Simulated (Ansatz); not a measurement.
A nudged elastic band was laid between two geometries of ClH + GeH4O2 (9 atoms, charge 0, multiplicity 1).

All numbers below come from Ansatz, RKS LDA/def2-SVP.

```
movable images  : 7
climbing image  : yes
spring          : 5.0 eV/Å²
optimiser       : quadratic models (default)
start path      : through a guess of the saddle point
force threshold : 0.03 eV/Å
iteration limit : 60
end points      : relaxed
```

First end point:

```xyz
9
Properties=species:S:1:pos:R:3
Ge 0.137 -0.451 0.238
H 0.733 -0.344 1.644
O 1.425 -0.515 -0.963
H 1.215 -1.095 -1.719
O -0.669 1.143 -0.032
H -0.421 1.516 -0.904
H -0.912 -1.553 -0.032
Cl 0.704 2.523 2.107
H -0.049 2.028 1.084
```

Last end point:

```xyz
9
Properties=species:S:1:pos:R:3
Ge 0.157 0.129 -0.307
H 0.032 0.100 3.416
O 1.323 -0.841 -1.177
H 1.657 -0.383 -1.973
O -0.947 0.856 -1.463
H -0.997 1.823 -1.326
H -0.495 -0.791 0.725
Cl 1.107 1.801 0.681
H 0.326 0.557 2.849
```

Task: What changes between the two ends?

Result: Bonds broken: Ge1–H2, Cl8–H9. Bonds formed: Ge1–Cl8, H2–H9. ClH + GeH4O2 becomes ClGeH3O2 + H2.

Task: What energy profile does the band end with?

Result: The forces met the threshold. The highest image is number 4 of 0 to 8, 36.1 kcal/mol above the first end and 42.1 kcal/mol above the last; the last end lies 6.1 kcal/mol below the first. A vibrational analysis at the climbing image gives one clearly imaginary mode, 834i cm⁻¹: a first-order saddle point. The orbitals stay closed-shell, which can raise the energy where a bond breaks towards radicals; this wasn't checked here.

```tsv
image	path coordinate (Å)	energy (kcal/mol)	Ge1–H2 (Å)	Cl8–H9 (Å)	Ge1–Cl8 (Å)
0	0.00	0.0	1.53	1.36	3.56
1	1.04	0.3	1.53	1.36	3.45
2	2.08	9.1	1.53	1.30	3.48
3	3.13	13.4	1.55	1.32	3.25
4	4.17	36.1	1.80	1.65	2.44
5	5.21	10.4	2.51	2.20	2.16
6	6.26	-1.2	3.23	2.48	2.14
7	7.30	-3.7	3.48	2.60	2.15
8	8.34	-6.1	3.72	2.62	2.16
```

Task: What is the geometry of the highest image?

Result: 
```xyz
9
Properties=species:S:1:pos:R:3:forces:R:3
Ge 0.152 0.237 0.055 0.00 0.00 0.00
H 0.103 -0.048 1.831 0.00 0.00 0.00
O 1.660 -0.171 -0.756 0.00 0.00 0.00
H 1.565 -1.060 -1.157 0.00 0.00 0.00
O -0.918 1.491 -0.562 0.00 0.00 0.00
H -1.727 1.063 -0.909 0.00 0.00 0.00
H -0.705 -1.078 -0.067 0.00 0.00 0.00
Cl 1.396 2.041 1.124 0.00 0.00 0.00
H 0.637 0.777 1.866 0.00 0.00 0.00
```

Task: What are the harmonic wavenumbers there?

Result: 834i, 167, 178, 245, 257, 337, 355, 405, 691, 724, 735, 759, 930, 945, 967, 973, 1400, 1947, 2017, 3696, 3699 cm⁻¹.

The run took 58 s on 2 threads of AMD EPYC 9R45 96-Core Processor (Zen 5), on a shared host, peak memory 0.16 GiB.
